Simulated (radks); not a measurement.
Cu+, 28 electrons, occupied as [Ne] 3s2 3p(1/2: 2, 3/2: 3) 3d10 4s1 (not the ground configuration). Calculated with a radial shooting solver on a logarithmic mesh with Libxc functionals: Dirac Kohn-Sham, PBE, spin-unpolarised, spherical densities, finite nucleus; Fermi nuclear charge, rms radius 3.8823 fm.

Radial electron density D(r) = 4 pi r^2 rho(r):

```
   r/bohr * D(r) (the largest magnitude, 40, reaches the edge; | marks zero)
 0.005054 |     *
 0.006634 |        *
 0.008708 |             *
  0.01134 |                   *
  0.01488 |                           *
  0.01938 |                                    *
  0.02544 |                                           *
  0.03312 |                                               *
  0.04348 |                                              *
  0.05707 |                                         *
  0.07431 |                                     *
  0.09754 |                                        *
    0.127 |                                                *
   0.1667 |                                                      *
   0.2188 |                                               *
   0.2849 |                                *
    0.374 |                        *
    0.487 |                           *
   0.6392 |                             *
    0.839 |                      *
    1.093 |           *
    1.434 |     *
    1.867 |  *
    2.451 |*
    3.192 *
    4.189 *
    5.499 *
     7.16 *
```

D(r) has 3 maxima, at r = 0.0362, 0.167, 0.595 bohr, and minima at 0.0786, 0.380 bohr, inside which lie 2.11, 10.93 electrons.
